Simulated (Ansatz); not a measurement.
Pd3⁻ was relaxed with PBE0-D4 (def2-TZVPD) in Ansatz in these states: charge -1 doublet, charge -1 quartet. The geometries follow in no particular order.

In the def2 sets Pd takes a core potential; there is no spin–orbit coupling.

A:

| atom | x (Å) | y (Å) | z (Å) |
| --- | --- | --- | --- |
| Pd1 | -1.205 | -0.722 | 0.137 |
| Pd2 | 1.066 | -0.538 | -0.948 |
| Pd3 | 0.139 | 1.260 | 0.812 |

B:

```xyz
3

Pd   -0.5019    0.1749   -1.3774
Pd    1.3200   -0.6194    0.2316
Pd   -0.8181    0.4445    1.1458
```

**Question.** Judge from the bond lengths which geometry belongs to which state (an estimate).

**Answer.** A is the charge -1 quartet (Pd2–Pd3 2.681 Å, Pd1–Pd3 2.487 Å, Pd1–Pd2 2.523 Å); B is the charge -1 doublet (Pd2–Pd3 2.557 Å, Pd1–Pd3 2.557 Å, Pd1–Pd2 2.557 Å).

At PBE0-D4/def2-TZVPD the highest occupied level of the charge -1 quartet lies above zero (up to 0.52 eV). The electron is either unbound and held by the finite basis, or the level is raised by self-interaction error. At PBE0-D4/def2-TZVPD a doublet lies 1.09 eV below the charge -1 quartet. These are the stationary points nearest to one start from a short search; other shapes may lie lower in each state.
